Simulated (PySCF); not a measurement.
CH₃N₂S, SMILES [NH]C(N)=S, multiplicity 2.

Geometry optimised at PBE0-D3(BJ)/def2-SVP. The isomer is the one that the SMILES or the coordinates give; other isomers of the formula were not compared. The values are those of a single conformer.

All values below come from PBE0-D3(BJ)/def2-SVP run with PySCF.

Frequencies are harmonic and unscaled.

```
mode  ν (cm⁻¹)  IR (km/mol)  moving atoms (share of kinetic energy)
----  --------  -----------  --------------------------------------
1          342         92.7          N 44 %, H 21 %, S 19 %, C 16 %
2          368        236.4                          H 77 %, N 21 %
3          448          4.6                  N 42 %, S 29 %, H 26 %
4          488         12.7                           H 83 %, C 9 %
5          599        123.8                  H 42 %, C 32 %, N 21 %
6          666         19.8                  C 50 %, H 37 %, N 11 %
7          755         42.4          H 37 %, N 25 %, S 20 %, C 18 %
8         1041        122.2                          H 78 %, N 21 %
9         1104         14.5                          H 57 %, N 41 %
10        1276         13.5                  C 50 %, N 27 %, H 23 %
11        1521         56.1                  H 57 %, C 32 %, N 11 %
12        1637        372.9                  H 36 %, C 35 %, N 29 %
13        3554         22.2                                  H 93 %
14        3612         66.2                                  H 96 %
15        3755         58.7                           H 91 %, N 9 %
```
